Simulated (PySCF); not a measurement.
Löwdin shares of the frontier orbitals

CH₈BNO.
Cartesian coordinates in Å at the PBE0-D3(BJ)/def2-SVP level; atoms count from 1:
```xyz
12
CH8BNO angstrom
C      1.492   -0.355   -0.162
O      0.558   -0.854   -1.055
B     -0.666   -1.374   -0.547
N     -1.700   -0.050   -0.376
H      2.442   -0.163   -0.688
H      1.698   -1.056    0.671
H      1.187    0.611    0.302
H     -1.263   -2.062   -1.368
H     -0.625   -1.850    0.591
H     -2.646   -0.355   -0.146
H     -1.727    0.454   -1.264
H     -1.388    0.599    0.347
```

Method used: TDDFT CAM-B3LYP/def2-SVPD, vertical, gas phase, core orbitals frozen in the response (PySCF).

Frontier orbitals with the atoms that hold most of them (Löwdin shares over 4%, at most four atoms; ? is withheld):

```json
{"orbital": "HOMO-3", "ε (eV)": "-11.13", "atoms": "B3 28%, H9 16%, N4 14%, H8 11%"}
{"orbital": "HOMO-2", "ε (eV)": "-10.10", "atoms": "O2 29%, B3 19%, C1 19%, H8 11%"}
{"orbital": "HOMO-1", "ε (eV)": "-8.73", "atoms": "?"}
{"orbital": "HOMO", "ε (eV)": "-8.45", "atoms": "O2 57%, C1 12%, N4 7%, B3 7%"}
{"orbital": "LUMO", "ε (eV)": "0.44", "atoms": "?"}
{"orbital": "LUMO+1", "ε (eV)": "1.88", "atoms": "C1 27%, H7 15%, H10 10%, H5 10%"}
{"orbital": "LUMO+2", "ε (eV)": "2.12", "atoms": "B3 38%, H12 12%, O2 9%, H8 8%"}
```

Q: Give the leading atoms of the LUMO.

A: B3 (bonded to N, O and 2 H) 23%; H12 (bonded to N) 16%; H10 (bonded to N) 16%; N4 (bonded to B and 3 H) 15%. By element: hydrogen 32% or more, boron 23%, nitrogen 15%.

Q: Give the leading atoms of the HOMO-1.

A: O2 (bonded to B and C) 32%; B3 (bonded to N, O and 2 H) 26%; H9 (bonded to B) 16%; H8 (bonded to B) 14%. By element: oxygen 32%, hydrogen 30% or more, boron 26%.

Q: How does S1 compare with the orbital gap of 8.90 eV?

A: S1 is at 6.09 eV (f = 0.022), 2.80 eV below the gap, made of HOMO→LUMO (94%). Without the coupling terms of the response equations the lowest excitation would equal the gap.

Q: Give energy, strength and leading configuration of S1, S2 and S3, and follow the Löwdin shares of the leading atoms from the occupied to the empty orbital.

A: 
- S1 (6.09 eV, f 0.022), HOMO→LUMO (94%): O2 57% → at most 16%, C1 12% → at most 16%, B3 7% → 23%, H12 at most 7% → 16%
- S2 (6.34 eV, f 0.0068), HOMO-1→LUMO (96%): O2 32% → at most 16%, B3 26% → 23%, H12 at most 13% → 16%
- S3 (7.42 eV, f 0.067), HOMO→LUMO+1 (83%): O2 57% → at most 10%, C1 12% → 27%, H7 at most 7% → 15%

Löwdin shares depend on the basis, the more so with diffuse functions.

One conformer stands for the species.
